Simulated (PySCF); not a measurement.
# Excitation energy of Os by level of theory

Os [Xe] 4f14 5d6 6s2 (5D) → Os [Xe] 4f14 5d8 (3F), as a difference of total energies. All numbers are calculated (PySCF 2.14, a scalar-relativistic core potential, in aug-cc-pVTZ-PP with ECP60MDF (6s6p5d3f2g, 88 functions)). Correlated levels: valence: 5s2 5p6 frozen. The calculations carry no spin-orbit coupling.

```json
{"method": "UHF", "excitation energy (cm⁻¹)": "32758"}
{"method": "LDA", "excitation energy (cm⁻¹)": "24342"}
{"method": "PBE", "excitation energy (cm⁻¹)": "23216"}
{"method": "PBE0", "excitation energy (cm⁻¹)": "24009"}
{"method": "r2SCAN", "excitation energy (cm⁻¹)": "27885"}
{"method": "B97-3", "excitation energy (cm⁻¹)": "23848"}
{"method": "PBEsol", "excitation energy (cm⁻¹)": "23770"}
{"method": "CAM-B3LYP", "excitation energy (cm⁻¹)": "23929"}
{"method": "B2PLYP", "excitation energy (cm⁻¹)": "24129"}
{"method": "MP2 (valence)", "excitation energy (cm⁻¹)": "25047"}
{"method": "SCS-MP2 (valence)", "excitation energy (cm⁻¹)": "22403"}
```
